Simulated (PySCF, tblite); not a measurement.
Isomers of C3H12NOSi2 (doublet state). Calculated harmonic vibrations of the isolated species, GFN2-xTB (tblite), most abundant isotopes, no scaling. This tight-binding method is rough: wavenumbers can miss measured ones by several per cent, in bad cases by 10 to 20. Modes of hydrogen on silicon can be 10 to 20 % off. One conformer each. Open shells enter through the occupations alone, without spin polarisation, and single modes of such species can be off by tens of per cent.

Electronic energies: B3LYP/pcH-1 single points on the GFN2-xTB geometries (PySCF, gas phase).

```csv
SMILES,"electronic energy, lowest = 0 (kcal/mol)"
C[N][SiH2][SiH2]COC,14.9
CN[SiH2][SiH]COC,1.3
[CH2]N[SiH2][SiH2]COC,6.6
CN[SiH][SiH2]COC,0.0
```

Task: How do GFN2-xTB zero-point energies change the relative energies?

Result: 
```json
{"SMILES": "CN[SiH][SiH2]COC", "ZPE (kcal/mol)": "91.3", "of it from modes above 1550 cm⁻¹": "47.5", "electronic (kcal/mol)": "0.0", "with ZPE, lowest = 0 (kcal/mol)": "0.0", "lowest mode (cm⁻¹)": "39", "rings": "0"}
{"SMILES": "CN[SiH2][SiH]COC", "ZPE (kcal/mol)": "90.9", "of it from modes above 1550 cm⁻¹": "47.4", "electronic (kcal/mol)": "1.3", "with ZPE, lowest = 0 (kcal/mol)": "0.9", "lowest mode (cm⁻¹)": "31", "rings": "0"}
{"SMILES": "[CH2]N[SiH2][SiH2]COC", "ZPE (kcal/mol)": "87.4", "of it from modes above 1550 cm⁻¹": "47.2", "electronic (kcal/mol)": "6.6", "with ZPE, lowest = 0 (kcal/mol)": "2.7", "lowest mode (cm⁻¹)": "22", "rings": "0"}
{"SMILES": "C[N][SiH2][SiH2]COC", "ZPE (kcal/mol)": "88.1", "of it from modes above 1550 cm⁻¹": "45.9", "electronic (kcal/mol)": "14.9", "with ZPE, lowest = 0 (kcal/mol)": "11.7", "lowest mode (cm⁻¹)": "9", "rings": "0"}
```

The zero-point energies span 3.9 kcal/mol, from `[CH2]N[SiH2][SiH2]COC` to `CN[SiH][SiH2]COC`. The order is unchanged.

Task: And how do the electronic energies of GFN2-xTB itself compare?

Result: `CN[SiH][SiH2]COC` 0.0; `CN[SiH2][SiH]COC` 4.2; `[CH2]N[SiH2][SiH2]COC` 14.7; `C[N][SiH2][SiH2]COC` 8.8 kcal/mol, lowest = 0. Against the energies above, taken from the same isomer `CN[SiH][SiH2]COC`, the largest difference is 8.1 kcal/mol.
